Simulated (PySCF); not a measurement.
Species: Bi(CF3)3, C₃BiF₉.
Geometry (PBE0-D3(BJ)/def2-SVP, Å), atoms numbered from 1 in this order:
```xyz
13
C3BiF9 angstrom
Bi     0.067   -0.064    1.409
C      1.898   -0.083   -0.020
F      2.794   -0.977    0.410
F      2.486    1.116   -0.017
F      1.589   -0.387   -1.274
C     -0.868    1.675    0.188
F     -0.537    2.843    0.746
F     -2.199    1.576    0.207
F     -0.473    1.702   -1.079
C     -1.015   -1.612    0.056
F     -0.280   -2.725   -0.025
F     -1.241   -1.176   -1.177
F     -2.191   -1.939    0.599
```

Level of theory: PBE0-D3(BJ)/def2-SVP geometry optimisation, gas phase, def2 core potentials past Kr in PySCF.

Which atoms are bound to Bi1, and at what distances?

3 atoms: C6 2.321 Å, C2 2.323 Å, C10 2.324 Å. The nearest atom not counted as bound is F7, at 3.04 Å (others tie with it).

List the angles at Bi1.

```csv
angle,degrees,distance of the outer atoms (Å)
C6–Bi1–C10,90.3,3.29
C2–Bi1–C10,90.2,3.29
C2–Bi1–C6,90.0,3.28
```

What is the shape at Bi1?

Pyramidal: angles 90.3°, 90.2° and 90.0°, sum 270.5°, 1.34 Å off the plane of its three neighbours. Differences among atoms that C3 makes equivalent are scatter left by the optimiser.

What are the other bond lengths?

C2–F3 and 3 like bonds 1.336 Å; C2–F4 and 4 like bonds 1.330 Å.

Give some angles away from the centre.

Bi1–C2–F3 109.6°, Bi1–C2–F5 113.5°, F3–C2–F4 107.8°.

What are the rotational constants (commonest isotopes, rigid rotor)?

A = 533.9, B = 532.1, C = 418.4 MHz: an oblate symmetric top.

Point group: C3 (every atom within 0.08 Å of its image). Charge 0, singlet. Stationary, but not proved a minimum.

Hardware: AMD EPYC 7R43, one thread, no GPU, shared host. Cost: 5.4 min, 1.1 GiB resident at most. These figures are those of the optimisation.
